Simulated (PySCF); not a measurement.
Electron correlation in Si²⁺ (silicon, charge +2)

[Ne] 3s1 3d1, high-spin 3D determinant (an excited configuration). All numbers are calculated (PySCF 2.14, scalar relativity by spin-free X2C-1e, in aug-cc-pCVTZ-DK with one added diffuse shell each of s, p, d, f type (9s8p6d4f, 91 functions)). Frozen: [Ne]; 2 electrons correlated.

Total MP2 correlation energy: -5.52 mhartree.

Same-spin part -5.52 and opposite-spin part 0.00 mhartree; SCS-MP2 scales them by 1/3 and 6/5 to -1.84 mhartree.
